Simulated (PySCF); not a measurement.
Hf(Cl)2(Me)2 (C2H6Cl2Hf), SMILES [CH3][Hf]([CH3])([Cl])[Cl], multiplicity 1.

The structure is a stationary point at PBE-D3(BJ)/def2-SVP. The multiplicity is an assumed one; other spin states were not compared. The def2 effective core potentials stand for the cores of Hf; spin–orbit coupling is left out.

Method: PBE-D3(BJ)/def2-SVP (PySCF 2.14.0).

Frequencies are harmonic and unscaled.

Problem. List the normal modes with their intensities. (An estimate is asked for; the answer gives what the named calculation found.)

Solution. 
```csv
mode,ν (cm⁻¹),IR (km/mol),moving atoms (share of kinetic energy)
1,84,2.7,"Cl 82 %, Hf 16 %"
2,85,0.0,H 95 %
3,89,2.9,"Cl 44 %, Hf 24 %, C 21 %, H 11 %"
4,108,0.0,H 92 %
5,122,0.0,"C 46 %, H 32 %, Cl 21 %"
6,123,0.0,"C 39 %, H 35 %, Cl 18 %, Hf 8 %"
7,137,0.0,"C 57 %, H 38 %"
8,356,20.5,"Cl 89 %, Hf 9 %"
9,363,46.7,"Cl 70 %, Hf 21 %, H 9 %"
10,419,0.1,"H 80 %, C 20 %"
11,475,0.0,"H 80 %, C 20 %"
12,490,0.0,"H 58 %, C 40 %"
13,504,68.8,"C 61 %, H 29 %, Hf 10 %"
14,505,42.0,"H 71 %, C 19 %"
15,519,51.5,"C 54 %, H 39 %"
16,1122,22.9,"H 77 %, C 23 %"
17,1126,14.9,"H 78 %, C 22 %"
18,1337,9.1,H 95 %
19,1339,0.0,H 95 %
20,1346,21.5,H 95 %
21,1346,10.1,H 95 %
22,2937,3.4,H 97 %
23,2939,0.9,H 97 %
24,3039,0.0,"H 91 %, C 9 %"
25,3041,5.7,"H 91 %, C 9 %"
26,3042,2.1,"H 91 %, C 9 %"
27,3043,0.9,"H 91 %, C 9 %"
```
